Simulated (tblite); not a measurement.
Species: C7H13P.
SMILES with atom numbers: `[CH2:1]=[C:2]([CH3:3])[P:4]1[CH2:5][CH2:6][C@@H:7]1[CH3:8]` (hydrogens: H9, H10 on C1; H11, H12, H13 on C3; H14, H15 on C5; H16, H17 on C6; H18 on C7; H19, H20, H21 on C8)

Structure used (GFN2-xTB), in Å, numbered top down from 1:
```xyz
21
C7H13P angstrom
C      2.1963    0.9790    0.9074
C      1.6394    0.1112    0.0722
C      2.3394   -1.1323   -0.3863
P      0.0379    0.5186   -0.7357
C     -0.8638   -1.1204   -0.5479
C     -1.2755   -0.7942    0.8910
C     -1.0265    0.7221    0.8197
C     -2.2816    1.5378    0.5603
H      3.1726    0.8147    1.3362
H      1.6959    1.8870    1.2023
H      3.4078   -1.0665   -0.1913
H      1.9521   -2.0046    0.1403
H      2.1809   -1.2848   -1.4536
H     -0.2836   -2.0284   -0.6951
H     -1.7180   -1.1416   -1.2262
H     -0.6020   -1.2648    1.6080
H     -2.3000   -1.0707    1.1480
H     -0.4904    1.1263    1.6809
H     -2.9415    1.5045    1.4267
H     -2.8225    1.1475   -0.2997
H     -2.0257    2.5766    0.3594
```

Computed values, GFN2-xTB/tblite, gas phase, harmonic and unscaled. This tight-binding method is rough: wavenumbers can miss measured ones by several per cent, in bad cases by 10 to 20. One conformer, not necessarily the lowest.

Harmonic wavenumbers (cm⁻¹): 42.4, 89.0, 134.5, 149.6, 213.7, 226.0, 258.9, 301.9, 360.1, 363.7, 440.0, 564.0, 625.9, 679.1, 690.7, 710.1, 796.7, 873.6, 887.7, 932.5, 943.9, 999.6, 1003.8, 1007.8, 1027.9, 1032.4, 1095.1, 1136.6, 1173.3, 1178.2, 1192.8, 1212.3, 1279.6, 1292.5, 1392.0, 1408.1, 1411.0, 1444.4, 1476.3, 1482.5, 1487.0, 1494.9, 1498.3, 1673.4, 2944.4, 2959.1, 2974.9, 2989.1, 2993.6, 3004.9, 3005.7, 3009.4, 3021.1, 3026.2, 3027.9, 3079.1, 3104.0.

A = 2848, B = 1292, C = 1110 MHz; mass 128.075 u (most abundant isotopes); point group C1, symmetry number 1.

Task: Zero-point energy?

Result: ½Σν̃ = 39412 cm⁻¹ = 112.68 kcal/mol.

Task: What is S at 500 K and 1 bar for an ideal gas of classical rigid rotors and harmonic oscillators?

Result: Translation 43.05, rotation 30.30, vibration 49.02: S = 122.4 cal/(mol K).

Task: And Cp and H(500 K) − H(0)?

Result: Cp = 59.40 cal/(mol K), of which vibrations give 51.45 (their classical limit is 57 R = 113.3); H(500 K) − H(0) = 16.87 kcal/mol without the zero-point energy, 12.90 from vibrations.

Task: What must be added to the electronic energy to get the Gibbs energy at 500 K and 1 bar?

Result: ZPE + [H(500 K) − H(0)] − T·S = 112.68 + 16.87 − 61.18 = 68.37 kcal/mol.

Task: How do the functions run with temperature in this model?

Result: 
```csv
T (K),S (cal/(mol K)),Cp (cal/(mol K)),H − H(0) (kcal/mol),G − H(0) (kcal/mol),ln q(vib)
150,76.6,23.4,2.30,-9.19,2.74
250,90.9,33.5,5.13,-17.58,5.25
298.15,97.2,38.8,6.87,-22.11,6.48
400,110.2,49.9,11.40,-32.68,9.09
600,133.9,67.4,23.22,-57.13,14.28
900,164.8,84.5,46.21,-102.07,21.81
```

q(vib) and H(0) count from the zero-point level.

Task: Which modes carry the vibrational entropy at 500 K?

Result: 42.4 cm⁻¹: 6.17; 89.0 cm⁻¹: 4.70; 134.5 cm⁻¹: 3.89; 149.6 cm⁻¹: 3.68; 213.7 cm⁻¹: 2.98; 226.0 cm⁻¹: 2.88 cal/(mol K); the other 51 give 24.73 together.

Task: Blend soft modes into free rotors: weight 1/[1 + (100 cm⁻¹/ν̃)⁴] for the oscillator and the rest for a rotor with moment μB/(μ + B), μ = h/(8π²ν), B = 10⁻⁴⁴ kg m². What vibrational entropy results?

Result: 46.05 cal/(mol K) in place of 49.02, which changes −T·S at 500 K by +1.49 kcal/mol.

Hindered rotation and anharmonicity are outside this model. Other conformers, if any are populated, would add a mixing term that is left out. The structure is chiral; the term R ln 2 for an equal mix with its mirror image is left out.
